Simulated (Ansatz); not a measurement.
Reaction (ligand exchange at the In–C bond): `[CH3][InH][O][SiH3]` + `O[SiH3]` → `[SiH3][O][InH][O][SiH3]` + CH₄

Gas-phase electronic energies from Ansatz, PBE0-D4/def2-TZVP geometries. CCSD(T)/CBS is the MP2 limit (def2-TZVPP, def2-QZVPP) plus CCSD(T) − MP2 in def2-TZVPP, frozen cores. This one scheme is used for every species. DFT in def2-TZVPP. B3LYP here is the variant with VWN-RPA as its local correlation; programs differ in this. def2 core potentials past Kr. For In outer-core shells are correlated without core-valence functions, which leaves a few kJ/mol of doubt a bond. One conformer a species, not always the lowest.

(1) Is it downhill or uphill in electronic energy at CCSD(T)/CBS, and by how much? (Estimate.)

(2) What do these levels give: B3LYP-D4, ωB97M-V, PBE, revPBE, BLYP, HF/def2-SVP? (Estimate.)

Largest T1 diagnostic among the species: 0.015.

Answers

(1) Computed: Downhill: ΔE = -73.5 kJ/mol.

(2) The calculation gave: B3LYP-D4 -73.4, ωB97M-V -68.6, PBE -59.2, revPBE -57.5, BLYP -65.2, HF/def2-SVP -87.8 kJ/mol.

From BLYP to BHLYP (50 % exact exchange), in def2-TZVPP and without D4, ΔE moves by −6.3 kJ/mol. In def2-TZVPP, CCSD(T) changes the Hartree–Fock value by +10.5 kJ/mol (the triples alone add −0.5 kJ/mol) and MP2 by +11.9 kJ/mol. The D4 term adds −7.2 kJ/mol with B3LYP and −4.2 kJ/mol with PBE0; it sums over pairs of atoms, weighted by their polarisabilities, and B3LYP, whose exchange is more repulsive, gets the larger term.
